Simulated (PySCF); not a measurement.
Pd(2+) (palladium, charge +2): UHF calculation

Configuration: [Kr] 4d7 5s1, high-spin 5F determinant (an excited configuration). All numbers are calculated (PySCF 2.14, scalar relativity by spin-free X2C-1e, in x2c-QZVPPall).

* Total energy: -5041.711142 hartree
* One-electron energy: -6911.5841 hartree
* Hartree (Coulomb) energy: 2012.0474 hartree
* Exchange energy: -142.1745 hartree
* ⟨S²⟩: 6.0041
* ⟨L²⟩: 12.053
* Sum of ⟨r⟩: 27.49 bohr
* Sum of ⟨r²⟩: 34.00 bohr²
* Langevin diamagnetic susceptibility: -26.9 ×10⁻⁶ cm³/mol

```json
{"shell": "1s α", "electrons": "1", "mean orbital energy (eV)": "-24506.2", "spread (eV)": "0", "rms radius, mean of both spins (bohr)": "0.0365"}
{"shell": "1s β", "electrons": "1", "mean orbital energy (eV)": "-24506.2", "spread (eV)": "0", "rms radius, mean of both spins (bohr)": "0.0365"}
{"shell": "2s α", "electrons": "1", "mean orbital energy (eV)": "-3689.4", "spread (eV)": "0", "rms radius, mean of both spins (bohr)": "0.150"}
{"shell": "2s β", "electrons": "1", "mean orbital energy (eV)": "-3688.3", "spread (eV)": "0", "rms radius, mean of both spins (bohr)": "0.150"}
{"shell": "2p α", "electrons": "3", "mean orbital energy (eV)": "-3305.5", "spread (eV)": "0", "rms radius, mean of both spins (bohr)": "0.133"}
{"shell": "2p β", "electrons": "3", "mean orbital energy (eV)": "-3304.4", "spread (eV)": "0", "rms radius, mean of both spins (bohr)": "0.133"}
{"shell": "3s α", "electrons": "1", "mean orbital energy (eV)": "-727.29", "spread (eV)": "0", "rms radius, mean of both spins (bohr)": "0.403"}
{"shell": "3s β", "electrons": "1", "mean orbital energy (eV)": "-726.58", "spread (eV)": "0", "rms radius, mean of both spins (bohr)": "0.403"}
{"shell": "3p α", "electrons": "3", "mean orbital energy (eV)": "-597.57", "spread (eV)": "0", "rms radius, mean of both spins (bohr)": "0.406"}
{"shell": "3p β", "electrons": "3", "mean orbital energy (eV)": "-596.86", "spread (eV)": "0", "rms radius, mean of both spins (bohr)": "0.406"}
{"shell": "3d α", "electrons": "5", "mean orbital energy (eV)": "-391.78", "spread (eV)": "0.366", "rms radius, mean of both spins (bohr)": "0.389"}
{"shell": "3d β", "electrons": "5", "mean orbital energy (eV)": "-390.28", "spread (eV)": "1.372", "rms radius, mean of both spins (bohr)": "0.389"}
{"shell": "4s α", "electrons": "1", "mean orbital energy (eV)": "-138.62", "spread (eV)": "0", "rms radius, mean of both spins (bohr)": "1.00"}
{"shell": "4s β", "electrons": "1", "mean orbital energy (eV)": "-132.40", "spread (eV)": "0", "rms radius, mean of both spins (bohr)": "1.00"}
{"shell": "4p α", "electrons": "3", "mean orbital energy (eV)": "-98.964", "spread (eV)": "0", "rms radius, mean of both spins (bohr)": "1.10"}
{"shell": "4p β", "electrons": "3", "mean orbital energy (eV)": "-91.528", "spread (eV)": "0", "rms radius, mean of both spins (bohr)": "1.10"}
{"shell": "4d α", "electrons": "5", "mean orbital energy (eV)": "-40.142", "spread (eV)": "1.283", "rms radius, mean of both spins (bohr)": "1.43"}
{"shell": "4d β", "electrons": "2", "mean orbital energy (eV)": "-37.202", "spread (eV)": "0", "rms radius, mean of both spins (bohr)": "1.43"}
{"shell": "5s α", "electrons": "1", "mean orbital energy (eV)": "-25.287", "spread (eV)": "0", "rms radius, mean of both spins (bohr)": "2.73"}
```

Densities and radii are taken from the X2C orbitals without a picture-change correction, which distorts them close to the nucleus.

Spin-orbit constants ζ (cm⁻¹) from the X2C one-electron operator on these orbitals: bare nucleus, nucleus screened by l(l+1)(2l+1)/3 electrons, and screened by the Breit-Pauli mean field of the electrons.

| shell | bare | screened nucleus | mean field |
| --- | --- | --- | --- |
| 2p | 860000 | 822600 | n/a |
| 3p | 151900 | 145300 | n/a |
| 3d | 22270 | 17430 | n/a |
| 4p | 23210 | 22200 | n/a |
| 4d | 2217 | 1735 | n/a |

To first order the Landé constant is A = -433.7 cm⁻¹, so the lowest level has J = 5 and lies 0.323 eV below the centre of the term. This holds in LS coupling only.
